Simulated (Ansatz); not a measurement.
## Counterpoise correction, worked out

The pair of N₂ (SMILES N#N, atoms 1–2) and H₂Te (SMILES [TeH2], atoms 3–5), both closed shells, in one local arrangement (a lower one may exist), relaxed at PBE0-D4/def2-TZVP:

```xyz
5
angstrom
N 0.3131 -0.3532 -2.1083
N 0.4171 -0.4915 -3.1838
Te -0.7477 0.4653 1.2017
H 0.7476 -0.2420 1.2390
H -0.7300 0.6214 2.8512
```

Computed with Ansatz 0.2.0 (basis: def2-TZVPPD); correlated methods freeze the cores. Filled d shells of the heavier atoms are correlated. Core potentials replace the inner electrons of the atoms past krypton. The def2 sets are not built for correlating such inner shells, so the correlated values are less sure here.

MP2 total energies in eV:

| system | geometry | basis functions | energy |
| --- | --- | --- | --- |
| pair | pair | all | -10285.81710 |
| N₂ | as in the pair | all (partner as ghosts) | -2975.87617 |
| H₂Te | as in the pair | all (partner as ghosts) | -7309.89911 |
| N₂ | as in the pair | its own | -2975.87041 |
| H₂Te | as in the pair | its own | -7309.88311 |
| N₂ | free (PBE0-D4 minimum) | its own | -2975.87102 |
| H₂Te | free (PBE0-D4 minimum) | its own | -7309.88329 |

Task: Work out the interaction energy with and without the counterpoise correction, the superposition error, and the binding energy from the relaxed fragments.

Result: Without correction: -10285.81710 − (-2975.87041) − (-7309.88311) = -0.06358 eV.
With correction (each fragment in the whole basis): -10285.81710 − (-2975.87617) − (-7309.89911) = -0.04182 eV = -0.96 kcal/mol.
The superposition error is the difference, 0.02176 eV, 34 % of the uncorrected value: each fragment borrows its partner's functions.
Deformation from the free shapes: 0.00061 eV for N₂ and 0.00018 eV for H₂Te.
Binding energy from relaxed fragments: -0.04182 + 0.00061 + 0.00018 = -0.04103 eV = -0.95 kcal/mol (electronic, without zero-point energy; negative means bound). For comparison, the corrected interaction energy by CCSD(T) at an estimated basis limit (MP2 extrapolated from triple and quadruple zeta, plus CCSD(T) − MP2 in triple zeta) is -0.036 eV.

T1 diagnostic: at most 0.014.

For scale, one of the runs: CCSD(T)/def2-TZVPPD, 167 basis functions, launched by `ansatz run in.yaml --threads 2 --pin off --events-out ev --progress --plain --max-ram 5222MiB`. The run took 43 s on 2 CPU threads of an Intel Xeon Platinum 8375C (shared host), with 1.6 GiB of host memory at its peak.
